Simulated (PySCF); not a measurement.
C6H13PS.
Geometry (PBE0-D3(BJ)/def2-SVP, Å), atoms numbered from 1 in this order:
```
atom  x, y, z in Å
C1     2.595   -1.074   -0.866
C2     1.880   -0.502    0.102
P3     0.421    0.509   -0.276
C4     0.760    2.079    0.585
S5     0.040    0.708   -2.184
C6    -0.940   -0.292    0.689
C7    -1.169   -1.705    0.167
C8    -2.206    0.554    0.617
H9     2.300   -0.934   -1.913
H10    3.477   -1.684   -0.648
H11    2.147   -0.621    1.160
H12    0.942    1.918    1.658
H13   -0.095    2.755    0.444
H14    1.646    2.533    0.119
H15   -0.575   -0.332    1.732
H16   -0.269   -2.330    0.260
H17   -1.984   -2.191    0.726
H18   -1.447   -1.672   -0.898
H19   -2.499    0.707   -0.433
H20   -2.077    1.542    1.084
H21   -3.032    0.045    1.138
```

The calculation used TDDFT PBE0/def2-SVPD, vertical, gas phase, core orbitals frozen in the response in PySCF.

Transition dipole moments from the ground state, in atomic units and in the frame of the coordinates above (overall signs are arbitrary), for the states with f of 0.002 or more among the lowest 9:

```tsv
state	E (eV)	μx	μy	μz
S2	4.458	-0.078	0.011	0.158
S3	5.630	-0.252	-0.431	0.033
S4	5.718	-0.377	0.250	0.132
S6	6.284	-0.143	0.068	0.020
S7	6.421	0.189	0.266	0.035
S8	6.576	0.180	-0.052	0.211
S9	6.622	0.052	0.210	-0.077
```

What oscillator strength does each state have?

f = (2/3) ΔE |μ|² with ΔE in hartree (27.2114 eV).

```tsv
state	|μ|² (au)	|μ| (D)	f
S2	0.031	0.45	0.003
S3	0.250	1.27	0.034
S4	0.223	1.20	0.031
S6	0.025	0.40	0.004
S7	0.108	0.83	0.017
S8	0.080	0.72	0.013
S9	0.053	0.58	0.009
```

What angle do the transition dipoles of S3 and S4 make?

|cos θ| = |μa·μb| / (|μa| |μb|) = 0.04, so θ ≈ 88° (taken between 0 and 90°, since the signs are arbitrary).

What peak molar absorption coefficient would the strongest computed level give as a lone Gaussian band 0.4 eV wide at half height?

ε(max) = 2.175×10⁸ f / FWHM, with the width in cm⁻¹. S3: 2.175×10⁸ × 0.0345 / 3226 ≈ 2300 L mol⁻¹ cm⁻¹.

The vertical ionisation energy (ΔSCF) is 8.20 eV, 1.58 eV above S9.

One conformer stands for the species.
